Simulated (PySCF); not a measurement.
## Ionising BSb

ROHF-CCSD; basis B aug-cc-pVDZ, Sb aug-cc-pVDZ-PP with ECP28; scalar-relativistic core potentials; PySCF 2.14. Neutral (ROHF): triplet (σ ↑, π ↑), Re = 2.089 Å, ωe = 656 cm⁻¹, De = 1.57 eV.

BSb⁻ (ROHF): doublet (σ ↑), Re = 2.035 Å, ωe = 728 cm⁻¹. The energies at the minima are -264.00225 hartree for BSb and -264.08240 for BSb⁻.

Problem. Work out the adiabatic electron affinity, without and with harmonic zero-point energies (1 hartree = 27.2114 eV, 1 eV = 8065.5 cm⁻¹), and the change of the bond length.

Solution. At ROHF-CCSD: 0.08015 hartree = 2.181 eV between the minima; the zero-point term (656.0 − 728.0)/2 cm⁻¹ = -0.004 eV makes it 2.177 eV. Re changes by -5.4 pm against the neutral. The electron enters a π orbital, and the shorter bond of the ion fits a bonding orbital, or a change in how ionic the bond is.

Correlated steps freeze 5 core orbitals. Correlated levels converge slowly with the basis: in double zeta they bind strong bonds too weakly, by up to about 1 eV, and carry superposition errors of some tenths. These are scalar-relativistic numbers at best; spin–orbit coupling would shift them, the dissociation energy most. States were picked by a PBE0 search and need not be the measured ground states.
